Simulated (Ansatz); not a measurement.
A search over several starts for the lowest SCF solution of the cluster B2P2 at the given spin, in a small basis.

```yaml
crystal:
  periodic: [false, false, false]
  atoms:
    - {symbol: B, position_ang: [-1.188789, 0.168047, -0.184045]}
    - {symbol: B, position_ang: [1.202104, -0.097276, -0.144362]}
    - {symbol: P, position_ang: [-0.151474, -1.384734, -0.132442]}
    - {symbol: P, position_ang: [0.138159, 1.313963, 0.460849]}
basis:
  gaussian: {orbitals: def2-SVP, initial_orbitals: start.molden}
magnetization: {spin_polarized: true, initial_magnetization: 4}
hamiltonian: {xc: pbe0, dispersion: d4}
output: {orbitals: {seedname: orbitals}}
```

The file start.molden holds the orbitals of an earlier run on this structure, at another level or in another basis.

```sh
$ ansatz run in.yaml --threads 4 --pin off --events-out ev --progress --plain --max-ram 3916MiB
```

Output, abridged:

```
Functional definition: PBE0
604 factors; integrals over basis functions are off by at most 1.1e-3 eV
mean field evaluation 1: about -19908.2653 eV, gradient 2.7e0 eV
mean field evaluation 2: about -19908.3226 eV, gradient 4.3e-2 eV
mean field evaluation 4: about -19908.3776 eV, gradient 3.6e-4 eV
mean field evaluation 8: about -19906.7628 eV, gradient 1.4e1 eV
mean field evaluation 16: about -19908.3775 eV, gradient 2.1e-2 eV
mean field -19908.37757749 eV, -731.6193815899 hartree, gradient 1.3e-5 eV, S^2 6.014129; 3 other end points of the search recorded, 0 dependent functions left out
reference -19908.37759905 eV, -731.6193823820 hartree; 22, 18 occupied and 42, 46 virtual orbitals, 604 factors
Total energy: -19908.51655001 eV, -731.6244887356 hartree
```

It took 0.95 s on 4 threads of Arm Neoverse V2 on a shared host.

At PBE0-D4/def2-TZVP a broken-symmetry singlet of charge 0 lies 3.34 eV below the quintet, each at its own geometry. The structure comes from a short search, and lower isomers may exist.
